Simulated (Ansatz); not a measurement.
System: sum formula H$_{7}$SiN$_{2}$O$_{2}$, charge 1, multiplicity 1. It need not be the lowest isomer of its formula. 
Structure (B3LYP-D3(BJ)/def2-TZVP (Ansatz, a program for electronic structure) minimum search):
```
Si
O 1 1.6129
H 2 0.9614 1 124.34
N 1 1.6635 2 114.59 3 85.55
H 4 1.0080 1 124.25 2 -170.02
H 4 1.0084 5 112.78 1 -177.08
N 1 1.6661 2 124.10 3 -60.54
H 7 1.0086 1 121.95 2 116.73
H 7 1.0087 8 112.25 1 165.51
O 1 1.8541 2 89.25 3 -162.51
H 10 0.9697 1 122.10 2 -161.28
H 10 0.9720 11 111.68 1 -146.54
```
Charge +1, spin multiplicity 1.

Total electronic energies in hartree. Cores are frozen in the correlated levels unless marked. Spin-orbit coupling is left out. Non-relativistic. CBS marks a two-point X^-3 extrapolation of the correlation energy; Hartree-Fock from the larger set.

| level | program | energy (Eh) |
|---|---|---|
| HF/6-31G* | Ansatz | -551.52038 |
| SVWN5/def2-TZVPD | Ansatz | -550.55691 |
| PBE0-D3(BJ)/def2-TZVP | Ansatz + dftd3 | -553.29106 |
| BHLYP-D3(BJ)/def2-TZVPD | Ansatz + dftd3 | -553.57371 |
| BHLYP/def2-TZVPD | Ansatz | -553.56192 |
| B2GP-PLYP/def2-TZVPD | Ansatz | (withheld) |
| MP2/6-31G | Ansatz | -551.88476 |
| RI-MP2/cc-pV(T+d)Z | Ansatz | -552.72818 |
| CCSD(T)/CBS(cc-pV(T+d)Z,cc-pV(Q+d)Z) | Ansatz | -552.9428 |

### Question
Some entries are withheld; supply them.

### Answer

- B2GP-PLYP/def2-TZVPD, energy (Eh): -553.30558
